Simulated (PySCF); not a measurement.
# The electron affinity along the 5d series

All values are computed (PySCF 2.14, energy differences of UHF-based or UKS calculations, no spin-orbit coupling). Values in eV. The last column holds reference values (measured affinities from photodetachment; the arrow runs from anion to atom). Unmarked ones compare directly (S terms, centres of terms, or small fine structure); those marked * lie between the lowest fine-structure levels and include a spin-orbit shift.

```csv
element,configurations,UHF,LDA,PBE0,r2SCAN,MP2 (valence),SCS-MP2 (valence),reference
"W (aug-cc-pVQZ-PP with ECP60MDF, ECP)",[Xe] 4f14 5d5 6s2 → [Xe] 4f14 5d4 6s2,0.903,1.870,1.528,1.748,0.930,0.260,0.817 *
"Re (aug-cc-pVQZ-PP with ECP60MDF, ECP)",[Xe] 4f14 5d6 6s2 → [Xe] 4f14 5d5 6s2,-1.903,0.288,-0.179,-0.113,-0.705,-0.554,0.060 *
"Os (aug-cc-pVQZ-PP with ECP60MDF, ECP)",[Xe] 4f14 5d7 6s2 → [Xe] 4f14 5d6 6s2,-0.621,1.374,0.970,1.004,0.709,0.827,1.078 *
"Pt (aug-cc-pVQZ-PP with ECP60MDF, ECP)",[Xe] 4f14 5d9 6s2 → [Xe] 4f14 5d9 6s1,0.427,2.416,1.815,1.987,1.957,1.975,2.125 *
```

The highest occupied level of the anion is positive for W⁻ at UHF, LDA, PBE0, r2SCAN; Re⁻ at LDA, PBE0, r2SCAN; Os⁻ at LDA, PBE0, r2SCAN; Pt⁻ at LDA, PBE0, r2SCAN, so there the basis helps to hold the electron.

"Valence" correlates the outer s and p shells and, in groups 3 to 12 and the f block, the outer d or f shell, open or full, or the next shell where the ion has no valence electron left; the wider scheme adds the next inner shell.
